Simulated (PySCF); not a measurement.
Point-charge models of `N#C[Si@@]([SiH3])(C#C[SiH3])C[SiH3]` against its computed dipole.

Coordinates (GFN2-xTB, Å) and charges (e) from the PBE0/pcSseg-1 density (PySCF):

```tsv
atom	x	y	z	Mulliken	IAO	Hirshfeld	ESP-fitted
N1	-0.566	3.168	1.033	-0.2069	-0.1970	-0.1993	-0.4142
C2	-0.480	2.100	0.625	-0.1875	-0.1488	-0.0337	+0.2339
Si3	-0.367	0.374	-0.108	+0.7169	+0.7684	+0.3518	+0.4117
Si4	-1.328	0.335	-2.219	+0.2833	+0.3042	+0.2365	+0.1654
C5	1.469	0.090	-0.117	-0.2393	-0.3048	-0.1482	-0.2841
C6	2.664	-0.111	-0.155	-0.3423	-0.2939	-0.1345	-0.1416
Si7	4.491	-0.403	-0.198	+0.5250	+0.6348	+0.3497	+0.4369
C8	-1.145	-0.789	1.195	-0.8464	-0.8056	-0.2385	-0.4835
Si9	-2.983	-0.485	1.588	+0.4833	+0.6048	+0.3170	+0.3832
H10	-0.565	1.157	-3.160	-0.0384	-0.0804	-0.0608	-0.0406
H11	-2.707	0.830	-2.201	-0.0431	-0.0847	-0.0622	-0.0515
H12	-1.355	-1.034	-2.745	-0.0520	-0.0900	-0.0655	-0.0363
H13	5.087	0.590	-1.095	-0.0742	-0.1037	-0.0621	-0.0729
H14	5.012	-0.268	1.164	-0.0745	-0.1039	-0.0621	-0.0728
H15	4.713	-1.762	-0.704	-0.0796	-0.1069	-0.0649	-0.0811
H16	-0.574	-0.718	2.122	+0.1903	+0.1766	+0.0514	+0.1648
H17	-1.024	-1.817	0.847	+0.1821	+0.1690	+0.0469	+0.1566
H18	-3.161	0.885	2.065	-0.0461	-0.1065	-0.0708	-0.0799
H19	-3.764	-0.693	0.363	-0.0787	-0.1226	-0.0778	-0.1033
H20	-3.422	-1.437	2.612	-0.0718	-0.1090	-0.0727	-0.0908
```

Q: Compute μ = Σ q r for each scheme (1 e·Å = 4.803 D) and compare with the dipole of the full density.

A: The full density gives (0.58, -3.85, -1.24) D, 4.08 D in size; dipole vectors point from the negative to the positive end.

| scheme | μx | μy | μz | size (D) | share of the full size (%) | angle to the full dipole (°) |
| --- | --- | --- | --- | --- | --- | --- |
| Mulliken | -1.61 | -3.40 | -3.11 | 4.88 | 120 | 37 |
| IAO | -0.11 | -3.16 | -1.81 | 3.64 | 89 | 16 |
| Hirshfeld | 0.26 | -2.80 | -1.29 | 3.09 | 76 | 8 |
| ESP-fitted | 0.58 | -3.87 | -1.24 | 4.11 | 101 | 0 |

Q: Which set comes closest?

A: Length of the difference vector: ESP-fitted 0.02 D, Hirshfeld 1.10 D, IAO 1.13 D, Mulliken 2.92 D. Closest: ESP-fitted. ESP charges are fitted to the potential around the molecule, whose slowest-falling term is the dipole's. 

Q: What is left for the Hirshfeld atoms' own dipoles?

A: The Hirshfeld atoms' densities add up to the full density, so μ = Σ q r + Σ (atomic dipoles). The atomic dipoles sum to (0.58, -3.85, -1.24) − (0.26, -2.80, -1.29) = (0.32, -1.05, 0.05) D, 1.10 D in size.

Q: With the origin at the mean of the coordinates, (0.000, 0.001, 0.046) Å, which are the largest single terms, by size, of the IAO dipole along the direction of the full one?

A: Si7 +3.34, N1 +3.18, C2 +1.59, Si3 -1.32, H15 -1.31 D; all 20 atoms together +3.51 D. The single terms depend on the origin, their sum doesn't.

Q: Give the size of the full dipole in other units.

A: 4.08 D = 1.607 au = 0.850 e·Å = 13.62 × 10⁻³⁰ C·m.

The structure is a single GFN2-xTB conformer in the gas phase; no vibrational or solvent corrections.

The run behind these numbers computed NMR shieldings as well. Time: 1.7 min of wall time; peak memory 1.1 GiB. Hardware: Arm Neoverse N1, one thread, shared host with 64 logical CPUs at a one-minute load of 61.

Shape of the structure used: `[N:1]#[C:2][Si@@:3]([SiH3:4])([C:5]#[C:6][SiH3:7])[CH2:8][SiH3:9]`: C2–Si3–C8–Si9 62°.
